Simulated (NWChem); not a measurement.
C₂H₆Sn; SMILES C=[CH][SnH3]

```xyz
9

Sn     0.0187     0.5645     0.0000
C     -0.5501    -1.4966     0.0000
C      0.3353    -2.4969     0.0000
H     -0.5971     1.3566    -1.3924
H     -0.5971     1.3566     1.3924
H      1.7325     0.6337     0.0000
H     -1.6199    -1.7409     0.0000
H      1.4178    -2.3240     0.0000
H      0.0197    -3.5476     0.0000
```
Atoms are numbered in this order, from 1.

Geometry: optimised at PBE0/def2-SVP. No frequency run checked for a minimum. def2 effective core potentials on Sn; no spin-orbit coupling.

Symmetry labels are those of Cs in the frame above (b1 and b2, or b-type labels, depend on it).

Question: List the 4 lowest vertical singlet excitations from PBE0/def2-SVPD with def2 effective core potentials on Sn, TDA (NWChem).

Answer: 
```json
[
 {"state": "S1", "energy (eV)": "6.33", "oscillator strength": "0.004", "symmetry": "a\"", "leading excitation (squared amplitude)": "HOMO−1 → LUMO (0.95)"},
 {"state": "S2", "energy (eV)": "7.04", "oscillator strength": "0.000", "symmetry": "a\"", "leading excitation (squared amplitude)": "HOMO → LUMO+1 (0.70)"},
 {"state": "S3", "energy (eV)": "7.19", "oscillator strength": "0.020", "symmetry": "a\"", "leading excitation (squared amplitude)": "HOMO → LUMO+2 (0.66)"},
 {"state": "S4", "energy (eV)": "7.35", "oscillator strength": "0.268", "symmetry": "a'", "leading excitation (squared amplitude)": "HOMO → LUMO (0.67)"}
]
```
